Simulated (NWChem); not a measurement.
System: Si₂H₅ cation

Output (shortened):

```
             Northwest Computational Chemistry Package (NWChem) 7.3.0
             --------------------------------------------------------

 C1  symmetry detected

                             Geometry "geometry" -> ""
                             -------------------------

 Output coordinates in angstroms (scale by  1.889725989 to convert to a.u.)

  No.       Tag          Charge          X              Y              Z
 ---- ---------------- ---------- -------------- -------------- --------------
    1 Si                  14.0000     0.00353969    -1.20802442    -0.00281280
    2 Si                  14.0000     0.00302800     1.17397224    -0.00120136
    3 H                    1.0000     1.21070785    -2.06698088     0.00879926
    4 H                    1.0000    -1.24027206    -2.01297931     0.01019629
    5 H                    1.0000    -0.55487710     1.46694159     1.33994812
    6 H                    1.0000     1.40853280     1.57856729    -0.19253935
    7 H                    1.0000    -0.91603917     1.51118183    -1.11020606

 Effective nuclear repulsion energy (a.u.)      81.7405337658

                                 NWChem DFT Module
                                 -----------------

 Summary of "ao basis" -> "ao basis" (spherical)
 ------------------------------------------------------------------------------
       Tag                 Description            Shells   Functions and Types
 ---------------- ------------------------------  ------  ---------------------
 Si                        def2-tzvp                13       37   5s5p2d1f
 H                         def2-tzvp                 4        6   3s1p

            General Information
            -------------------
          SCF calculation type: DFT
          Wavefunction type:  closed shell.
          No. of atoms     :     7
          No. of electrons :    32
           Alpha electrons :    16
            Beta electrons :    16
          Charge           :     1
          Spin multiplicity:     1
          Use of symmetry is: off; symmetry adaption is: off
          Maximum number of iterations: 150
          AO basis - number of functions:   104
                     number of shells:    46
          Convergence on energy requested:  1.00D-06
          Convergence on density requested:  1.00D-05
          Convergence on gradient requested:  5.00D-04

              XC Information
              --------------
                       B3PW91 Method XC Functional
                     Hartree-Fock (Exact) Exchange  0.200
                        Slater Exchange Functional  0.800 local
                    Becke 1988 Exchange Functional  0.720 non-local
                Perdew 1991 Correlation Functional  0.810 non-local
            Perdew 1991 LDA Correlation Functional  1.000 local

             Grid Information
             ----------------
          Grid used for XC integration:  medium
          Radial quadrature: Mura-Knowles
          Angular quadrature: Lebedev.
          Tag              B.-S. Rad. Rad. Pts. Rad. Cut. Ang. Pts.
          ---              ---------- --------- --------- ---------
          Si                  1.10       88          11.0       590
          H                   0.35       45          12.0       434
          Grid pruning is: on
          Number of quadrature shells:   401
          Spatial weights used:  Erf1

      Superposition of Atomic Density Guess
      -------------------------------------

 Sum of atomic energies:        -580.16986700

 Renormalizing density from      33.00 to     32

      Non-variational initial energy
      ------------------------------

 Total energy =    -569.467340
 1-e energy   =    -936.716729
 2-e energy   =     285.508855
 HOMO         =      -0.647774
 LUMO         =      -0.398729

     ---------------------------------------------
      Total Density - Mulliken Population Analysis
     ---------------------------------------------

    Atom       Charge   Shell Charges
 -----------   ------   -------------------------------------------------------
    1 Si  14    13.48   2.00  0.62  1.36  1.13  0.42  4.24  1.63  0.50  1.19  0.29  0.05  0.05  0.01
    2 Si  14    14.24   2.00  0.62  1.36  1.09  0.38  4.26  1.62  0.64  1.69  0.42  0.07  0.06  0.01
    3 H    1     0.85   0.21  0.47  0.17  0.01
    4 H    1     0.85   0.21  0.47  0.17  0.01
    5 H    1     0.85   0.21  0.47  0.17  0.01
    6 H    1     0.86   0.21  0.47  0.17  0.01
    7 H    1     0.86   0.21  0.47  0.17  0.01

   convergence    iter        energy       DeltaE   RMS-Dens  Diis-err
 ---------------- ----- ----------------- --------- --------- ---------
 d= 0,ls=0.0,diis     1   -581.5145523917 -6.63D+02  7.68D-03  2.87D+00
 d= 0,ls=0.0,diis     2   -581.5745313087 -6.00D-02  3.54D-03  6.72D-01
 d= 0,ls=0.0,diis     3   -581.6058493170 -3.13D-02  9.25D-04  1.07D-02
 d= 0,ls=0.0,diis     4   -581.6071985482 -1.35D-03  2.23D-04  1.04D-03
 d= 0,ls=0.0,diis     5   -581.6073561050 -1.58D-04  1.70D-05  2.67D-06
 d= 0,ls=0.0,diis     6   -581.6073564261 -3.21D-07  4.20D-06  2.05D-07

         Total DFT energy =     -581.607356426135
      One electron energy =     -960.452101316171
           Coulomb energy =      340.438580694705
    Exchange-Corr. energy =      -43.334369570427
 Nuclear repulsion energy =       81.740533765758

 Numeric. integr. density =       32.000012611665

                       DFT Final Molecular Orbital Analysis
                       ------------------------------------

 Vector   14  Occ=2.000000D+00  E=-5.608910D-01
              MO Center= -4.3D-01,  1.3D+00,  1.9D-01, r^2= 2.2D+00
   Bfn.  Coefficient  Atom+Function         Bfn.  Coefficient  Atom+Function
  ----- ------------  ---------------      ----- ------------  ---------------
    54      0.340997  2 Si pz                88      0.241795  5 H  s
   100     -0.205461  7 H  s                 87      0.148013  5 H  s
    45     -0.134283  2 Si pz                99     -0.126232  7 H  s
    51      0.123707  2 Si pz                89      0.104284  5 H  s
    57      0.088034  2 Si pz               101     -0.087472  7 H  s

 Vector   15  Occ=2.000000D+00  E=-5.553236D-01
              MO Center=  4.0D-01,  1.1D+00, -1.9D-01, r^2= 2.9D+00
   Bfn.  Coefficient  Atom+Function         Bfn.  Coefficient  Atom+Function
  ----- ------------  ---------------      ----- ------------  ---------------
    52      0.326807  2 Si px                94      0.257953  6 H  s
   100     -0.159517  7 H  s                 93      0.158352  6 H  s
    43     -0.130355  2 Si px                49      0.122499  2 Si px
    95      0.109681  6 H  s                 99     -0.097225  7 H  s
    88     -0.088577  5 H  s                 55      0.086708  2 Si px

 Vector   16  Occ=2.000000D+00  E=-5.329239D-01
              MO Center= -1.8D-02, -1.6D-01,  1.4D-02, r^2= 3.2D+00
   Bfn.  Coefficient  Atom+Function         Bfn.  Coefficient  Atom+Function
  ----- ------------  ---------------      ----- ------------  ---------------
    16      0.367085  1 Si py                53     -0.294414  2 Si py
     4      0.173179  1 Si s                  7     -0.133931  1 Si py
    13      0.131172  1 Si py                76     -0.122263  3 H  s
    82     -0.117205  4 H  s                  5      0.107798  1 Si s
    44      0.107132  2 Si py                19      0.094515  1 Si py

 Vector   17  Occ=0.000000D+00  E=-3.525945D-01
              MO Center= -1.0D-02, -1.0D+00,  8.7D-04, r^2= 2.7D+00
   Bfn.  Coefficient  Atom+Function         Bfn.  Coefficient  Atom+Function
  ----- ------------  ---------------      ----- ------------  ---------------
    17      0.581903  1 Si pz                20      0.337408  1 Si pz
     8     -0.176526  1 Si pz                14      0.165910  1 Si pz
    11     -0.081911  1 Si pz                89     -0.078754  5 H  s
    88     -0.077923  5 H  s                 64     -0.066828  2 Si d -1
   101      0.064546  7 H  s                100      0.063833  7 H  s

 Vector   18  Occ=0.000000D+00  E=-2.132333D-01
              MO Center=  5.9D-02, -2.0D-01,  1.7D-03, r^2= 5.1D+00
   Bfn.  Coefficient  Atom+Function         Bfn.  Coefficient  Atom+Function
  ----- ------------  ---------------      ----- ------------  ---------------
     5      1.113301  1 Si s                 56      0.536581  2 Si py
    42     -0.533121  2 Si s                 77     -0.496916  3 H  s
     4      0.433692  1 Si s                 53      0.411340  2 Si py
    83     -0.281342  4 H  s                  3     -0.235461  1 Si s
    19      0.199054  1 Si py                41     -0.189771  2 Si s

 Vector   19  Occ=0.000000D+00  E=-2.071677D-01
              MO Center= -9.3D-02, -2.3D-01,  2.3D-02, r^2= 3.9D+00
   Bfn.  Coefficient  Atom+Function         Bfn.  Coefficient  Atom+Function
  ----- ------------  ---------------      ----- ------------  ---------------
    18      0.537650  1 Si px                83      0.528388  4 H  s
    77     -0.394145  3 H  s                 95     -0.390202  6 H  s
    55      0.319528  2 Si px                15      0.285555  1 Si px
     5     -0.265554  1 Si s                101      0.222897  7 H  s
    42      0.201064  2 Si s                 26      0.199286  1 Si d -2

     ---------------------------------------------
      Total Density - Mulliken Population Analysis
     ---------------------------------------------

    Atom       Charge   Shell Charges
 -----------   ------   -------------------------------------------------------
    1 Si  14    13.56   2.00  0.57  1.39  1.08  0.46  4.12  1.69  0.54  1.30  0.24  0.06  0.08  0.01
    2 Si  14    13.91   2.00  0.57  1.40  0.94  0.47  4.13  1.68  0.59  1.60  0.34  0.09  0.10  0.01
    3 H    1     0.88   0.24  0.52  0.12  0.01
    4 H    1     0.88   0.24  0.52  0.12  0.01
    5 H    1     0.92   0.24  0.53  0.15  0.01
    6 H    1     0.92   0.24  0.53  0.15  0.01
    7 H    1     0.92   0.24  0.53  0.15  0.01

     -------------------------------------------
      Total Density - Lowdin Population Analysis
     -------------------------------------------

    Atom       Charge   Shell Charges
 -----------   ------   -------------------------------------------------------
    1 Si  14    13.28   2.00  0.85  1.10  0.69  0.41  3.84  1.87  0.66  1.05  0.52  0.05  0.20  0.03
    2 Si  14    13.79   2.00  0.84  1.10  0.59  0.37  3.85  1.87  0.72  1.34  0.73  0.08  0.26  0.03
    3 H    1     0.99   0.24  0.46  0.26  0.03
    4 H    1     0.99   0.24  0.46  0.26  0.03
    5 H    1     0.98   0.24  0.46  0.26  0.03
    6 H    1     0.99   0.24  0.46  0.26  0.03
    7 H    1     0.98   0.24  0.46  0.26  0.03

     Multipole analysis of the density
     ---------------------------------

     L   x y z        total         alpha         beta         nuclear
     -   - - -        -----         -----         ----         -------
     0   0 0 0      1.000000    -16.000000    -16.000000     33.000000

     1   1 0 0      0.006926      0.003463      0.003463      0.000000
     1   0 1 0     -0.819193     -0.409597     -0.409597     -0.000000
     1   0 0 1     -0.006221     -0.003110     -0.003110      0.000000

     2   2 0 0    -18.304357    -20.107084    -20.107084     21.909812
     2   1 1 0     -0.061103     -0.047022     -0.047022      0.032941
     2   1 0 1      0.001410      0.000518      0.000518      0.000373
     2   0 2 0    -11.184175   -103.756060   -103.756060    196.327944
     2   0 1 1      0.046220      0.071178      0.071178     -0.096136
     2   0 0 2    -16.953234    -13.949991    -13.949991     10.946748
```

Level: B3PW91/def2-TZVP. Structure relaxed at the B3LYP/6-31G* (spherical d) level.

**Question.** Which NWChem input produces such a log?

**Answer.** This is not unique; one that fits is the input that was run:
```
start job
memory heap 200 mb stack 900 mb global 1100 mb
charge 1
geometry units angstroms noautoz
  Si     0.015296    -1.215309    -0.003552
  Si     0.019302     1.166669    -0.012251
  H      1.220788    -2.076481     0.015627
  H     -1.230077    -2.017854     0.008974
  H     -0.542309     1.466499     1.325832
  H      1.426174     1.567781    -0.200855
  H     -0.895591     1.500801    -1.125630
end
basis spherical
  * library def2-tzvp
end
dft
  xc b3pw91
  iterations 150
  mulliken
end
task dft energy
```
